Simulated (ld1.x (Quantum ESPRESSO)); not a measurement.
## tantalum (Ta): one change to a TM potential, before and after

```json
{
  "Element": "tantalum",
  "Generator": "ld1.x (Quantum ESPRESSO) 7.5",
  "Type": "norm-conserving Troullier–Martins (Kleinman–Bylander form)",
  "Functional": "Wu–Cohen",
  "Relativity": "scalar-relativistic",
  "Frozen core": "[Kr] 4d10 4f14",
  "Valence charge": "13",
  "Reference configuration": "5s2 5p6 5d2 6s0 6p0 (charge +3)",
  "Partial waves": "5p (bound): rc 1.85 bohr; 5d (bound): rc 2.15 bohr; 5s (bound): rc 1.95 bohr",
  "Local potential": "the s channel",
  "Core correction": "Bessel-smoothed model core, default radius (core density twice the valence density)"
}
```

Change: wave 5s (bound): rc 1.95 bohr becomes 5s (bound): rc 1.76 bohr.

Cutoffs: the cutoffs (Ry, on a coarse ladder) from which the occupation-weighted sum of valence levels, in a spherical-Bessel basis at the reference potential, stays within 10 and 1 mRy of its value at 400 Ry; they do not see the model core or the augmentation charge, which bear on the density cutoff. Errors are all-electron minus pseudo energies relative to the spin-unpolarised reference configuration.

Problem. Predict the effect on cutoff, ghosts and configuration errors.

Solution. The potential gets harder (40 Ry and 55 Ry → 45 Ry and 70 Ry); of the 7 tests that both files solve, the error grows in 0 and shrinks in 5 by more than 15 % and 0.3 meV (median size 2377.2 → 1357.5 meV); the range in which the d phases agree narrows (upper end at the end of the scan → 2.4); neither file shows a bound ghost at the reference potential, the only one tested. A smaller radius makes the pseudo-wave follow the all-electron one further in, where it bends more sharply, so more plane waves are needed. Less of the atom is replaced, so other configurations are described better.

```tsv
quantity	base	changed
cutoff, loose	40 Ry	45 Ry
cutoff, tight	55 Ry	70 Ry
loose cutoff by channel (10 mRy a level)	p 18 Ry, d 25 Ry, s 25 Ry	p 18 Ry, d 25 Ry, s 30 Ry
bound ghosts	none	none
error for 5s2 5p6 5d3 6s2 6p0, meV [ΔE -47.09 eV]	+5046	+2965
error for 5s2 5p6 5d3 6s1 6p0, meV [ΔE -38.57 eV]	+3095	+1833
error for 5s2 5p6 5d3 6s0 6p0, meV [ΔE -23.61 eV]	-17	-14
error for 5s2 5p6 5d4 6s0 6p0, meV [ΔE -37.16 eV]	-46	-40
error for 5s2 5p6 5d1 6s0 6p0, meV [ΔE 35.04 eV]	-45	-41
error for 5s2 5p6 5d4 6s1 6p0, meV [ΔE -44.98 eV]	+2377	+1357
error for 5s2 5p6 5d3.5 6s1.5 6p0, meV [ΔE -46.10 eV]	+3675	+2131
s: phases at 2.35 bohr within 0.05 rad from the reference energy up to (Ry; the scan ends near 5)	-4.1	-3.7
p: phases at 2.35 bohr within 0.05 rad from the reference energy up to (Ry; the scan ends near 5)	-1.4	-0.8
d: phases at 2.35 bohr within 0.05 rad from the reference energy up to (Ry; the scan ends near 5)	to the end of the scan	2.4
```

Base: These tests converged, but a pseudo level misses the all-electron one widely, so the file describes the atom poorly there or has found another state: 5s2 5p6 5d3 6s2 6p0: 6s by 1.6 eV; 5s2 5p6 5d3 6s1 6p0: 6s by 2.4 eV; 5s2 5p6 5d3 6s0 6p0: empty 6s by 3.9 eV; 5s2 5p6 5d4 6s0 6p0: empty 6s by 3.0 eV; 5s2 5p6 5d1 6s0 6p0: empty 6s by 6.5 eV; 5s2 5p6 5d4 6s1 6p0: 6s by 2.0 eV; 5s2 5p6 5d3.5 6s1.5 6p0: 6s by 1.8 eV. Changed file: These tests converged, but a pseudo level misses the all-electron one widely, so the file describes the atom poorly there or has found another state: 5s2 5p6 5d3 6s0 6p0: empty 6s by 2.3 eV; 5s2 5p6 5d1 6s0 6p0: empty 6s by 4.1 eV; 5s2 5p6 5d4 6s1 6p0: 6s by 1.1 eV.
